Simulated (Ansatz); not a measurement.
Basis sets compared for Al₄Au⁺. The state is a singlet with charge 1. Geometry PBE-D4/def2-SVP. Ansatz on 4 threads of AMD EPYC 7B13 on a shared host; times are rough, and most runs start from earlier orbitals.

Cartesian coordinates in Å:
```
Au 1.4204 0.2829 -0.3791
Al 0.0310 0.4806 1.9744
Al -0.8854 1.7760 -0.5430
Al 0.1869 -1.9144 0.7287
Al -0.7529 -0.6250 -1.7811
```

In the def2 sets Au takes a core potential; there is no spin–orbit coupling. The restricted singlet is unstable towards broken spin symmetry in Hartree–Fock (as tested in another run); at PBE-D4/def2-SVP, PBE-D4/def2-TZVP, PBE0-D4/def2-SVP, PBE0-D4/def2-TZVP this wasn't settled. No other spin state of charge 1 was run. Another isomer (singlet) lies 0.14 eV lower at PBE0-D4/def2-TZVP; other spin states weren't run for this one.

| level | functions | energy (Eh) | HOMO (eV) | LUMO (eV) | wall time |
| --- | --- | --- | --- | --- | --- |
| PBE-D4/def2-SVP | 104 | -1104.4434 | -8.57 | -8.35 | 1 s |
| PBE0-D4/def2-SVP | 104 | -1104.4617 | -9.20 | -7.74 | 1.6 s |

Problem. Estimate the rows for PBE-D4/def2-TZVP (with forces), PBE0-D4/def2-TZVP.

Solution. 
```json
{"level": "PBE-D4/def2-TZVP (with forces)", "functions": "188", "energy (Eh)": "-1104.7999", "HOMO (eV)": "-8.46", "LUMO (eV)": "-8.30", "wall time": "2.4 s"}
{"level": "PBE0-D4/def2-TZVP", "functions": "188", "energy (Eh)": "-1104.8135", "HOMO (eV)": "-9.08", "LUMO (eV)": "-7.67", "wall time": "3.2 s"}
```
